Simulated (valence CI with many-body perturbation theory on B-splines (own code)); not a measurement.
**Ladder of approximations for Yb³⁸⁺**

Computed by valence CI with perturbative core correlation (CI+MBPT): four valence electrons over a frozen Dirac-Fock core [Ar] 3d10, a basis of 11 s, 11 p, 9 d, 7 f, 5 g, 2 h, 1 i functions for each j, with the one-electron correlation potential Σ1, the two-electron term Σ2, the three-electron term Σ3, Breit, model QED; selected CI, second order for the rest (own B-spline code, finite nucleus).

The last digits are not significant, and no measured levels were compared; by estimate large intervals hold to a few tenths of a per cent, small ones and those within an open d or f shell to about a per cent.

Each rung adds one term. CI alone is the Dirac-Coulomb CI over the frozen core; QED comes last and gives the full result, which names the levels. Energies are above (4s^2 4p1/2^2) J=0 on the same rung, in eV.

Levels are named by their leading jj configuration (3d3/2^4 stands for four electrons in 3d with j = 3/2), which in mixed levels can hold well under half, so a name can repeat and another be missing. Letters in brackets count levels of one name in rising energy.

| Level | CI alone |
| --- | --- |
| (4s^2 4p1/2 4p3/2) J=1 | 67.32 |
| (4s^2 4p1/2 4p3/2) J=2 | 71.36 |
| (4s^2 4p3/2^2) J=2 | 141.67 |
| (4s^2 4p3/2^2) J=0 | 150.37 |
| (4s 4p1/2^2 4p3/2) J=2 | 153.58 |
| (4s 4p1/2^2 4p3/2) J=1 | 167.62 |
| (4s^2 4p1/2 4d3/2) J=2 | 207.05 |
| (4s 4p1/2 4p3/2^2) J=2 [a] | 214.54 |
| (4s 4p1/2 4p3/2^2) J=3 | 222.01 |
| (4s^2 4p1/2 4d3/2) J=1 | 224.12 |
| (4s 4p1/2 4p3/2^2) J=0 | 232.46 |
| (4s^2 4p1/2 4d5/2) J=2 | 235.36 |
| (4s^2 4p1/2 4d5/2) J=3 | 236.45 |
| (4s 4p1/2 4p3/2^2) J=1 [a] | 239.23 |
| (4s 4p1/2 4p3/2^2) J=2 [b] | 243.12 |
| (4s 4p1/2 4p3/2^2) J=1 [b] | 244.29 |

(1) What do these energies become with core correlation, Breit and QED?

(2) How does the ionisation energy move along the ladder, and which term matters most?

Answers

(1) (4s^2 4p1/2 4p3/2) J=1 66.99 (-0.330); (4s^2 4p1/2 4p3/2) J=2 70.93 (-0.433); (4s^2 4p3/2^2) J=2 140.89 (-0.778); (4s^2 4p3/2^2) J=0 149.47 (-0.894); (4s 4p1/2^2 4p3/2) J=2 153.04 (-0.545); (4s 4p1/2^2 4p3/2) J=1 166.53 (-1.083); (4s^2 4p1/2 4d3/2) J=2 205.93 (-1.113); (4s 4p1/2 4p3/2^2) J=2 [a] 213.84 (-0.702); (4s 4p1/2 4p3/2^2) J=3 220.99 (-1.021); (4s^2 4p1/2 4d3/2) J=1 222.07 (-2.057); (4s 4p1/2 4p3/2^2) J=0 231.39 (-1.065); (4s^2 4p1/2 4d5/2) J=2 233.47 (-1.886); (4s^2 4p1/2 4d5/2) J=3 234.63 (-1.819); (4s 4p1/2 4p3/2^2) J=1 [a] 237.75 (-1.477); (4s 4p1/2 4p3/2^2) J=2 [b] 241.14 (-1.979); (4s 4p1/2 4p3/2^2) J=1 [b] 242.19 (-2.098).

(2) CI alone 1791.7, + Σ1 1793.4, + Σ2 1793.6, + Σ3 1793.5, + Breit 1791.4, + QED 1791.4 eV. The largest step is Breit, -2.1 eV. NIST lists 1789 ± 4 eV (theoretical).
